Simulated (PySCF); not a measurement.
**Working with the constants of Tl₂⁺**

UHF-CCSD(T) constants of Tl₂⁺, ²Σg⁺ (doublet), unpaired electrons σ ↑ (Tl def2-SVP with ECP60; scalar-relativistic core potentials (PySCF 2.14); masses 204.9744 and 204.9744 u):

```
ωe              : 52.5 cm⁻¹
ωexe            : 0.0968 cm⁻¹
Be              : 0.012426 cm⁻¹
αe              : 3.7e-05 cm⁻¹
D (centrifugal) : 2.79e-09 cm⁻¹
De to Tl⁺ + Tl  : 1.17 eV
```

Problem. Give the vibrational terms G(v) and spacings up to v = 6.

Solution. G(v) = ωe(v+½) − ωexe(v+½)².

| v | G(v) (cm⁻¹) | G(v) − G(v−1) | Bv (cm⁻¹) |
| --- | --- | --- | --- |
| 0 | 26.2 |  | 0.01241 |
| 1 | 78.5 | 52.3 | 0.01237 |
| 2 | 130.6 | 52.1 | 0.01233 |
| 3 | 182.6 | 51.9 | 0.01230 |
| 4 | 234.3 | 51.7 | 0.01226 |
| 5 | 285.8 | 51.5 | 0.01222 |
| 6 | 337.2 | 51.3 | 0.01219 |

Problem. How well does the Morse estimate ωe²/(4ωexe) reproduce De, and what is D0?

Solution. It gives 0.88 eV, 75 % of the computed De. D0 = De − G(0) = 1.17 − 0.00 = 1.17 eV.

Correlated steps freeze 8 core orbitals. Correlated levels converge slowly with the basis: in double zeta they bind strong bonds too weakly, by up to about 1 eV, and carry superposition errors of some tenths. Spin–orbit coupling is left out, which matters for elements this heavy, above all for dissociation energies. The state was picked by a PBE0 search and need not be the measured ground state.
